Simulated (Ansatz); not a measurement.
Cartesian coordinates (Å):
SMILES: BCBN
```xyz
11

B      1.6764    -0.0690     0.2641
C      0.5201     0.5853    -0.5193
B     -0.7752     0.3186     0.3640
N     -1.6504    -0.7225     0.0652
H      2.1608     0.4764     1.2097
H      2.0667    -1.1633    -0.0160
H      0.3854     0.1733    -1.5222
H      0.6342     1.6732    -0.5625
H     -1.0172     0.9903     1.3210
H     -2.4784    -0.9147     0.6036
H     -1.5223    -1.3476    -0.7148
```
Charge 0, spin multiplicity 1.

Level of theory: frozen-core CCSD(T)/cc-pVTZ // B3LYP-D3(BJ)/def2-TZVP (Ansatz, a program for electronic structure).

| Item | Value |
|---|---|
| HF energy | -145.84746 Ha |
| MP2 correlation energy | -0.59641 Ha |

Question: Estimate the CCSD correlation energy, the (T) correction, the total energy and the T1 diagnostic.

Answer: 
```json
{
 "CCSD correlation energy": "-0.63950 Ha",
 "(T) correction": "-0.02421 Ha",
 "CCSD(T) total energy": "-146.51117 Ha",
 "T1 diagnostic": "0.012"
}
```
